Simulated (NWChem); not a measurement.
# TiF₃, doublet; SMILES [F][Ti]([F])[F]

Computed with NWChem. Pople sets run with spherical d functions. Spin-unrestricted. In the optimisation the excess spin sits in a' (C3h, its own frame). All runs use the structure optimised with PBE-D3(BJ)/def2-SVP, spin-unrestricted. No stability test was run on the SCF state. Vertical excitations in the gas phase. Excited states of an open shell can be spin-contaminated.

Problem. Estimate the computed values for B3LYP/6-31G*, TDA. Quantities: lowest excitation (eV); oscillator strength of that lowest state; lowest empty minus highest occupied level, either spin (eV).

Solution. 
```
Quantity                                                     Value
-----------------------------------------------------------  -----
lowest excitation (eV)                                        0.97
oscillator strength of that lowest state                     0.000
lowest empty minus highest occupied level, either spin (eV)   3.90
```
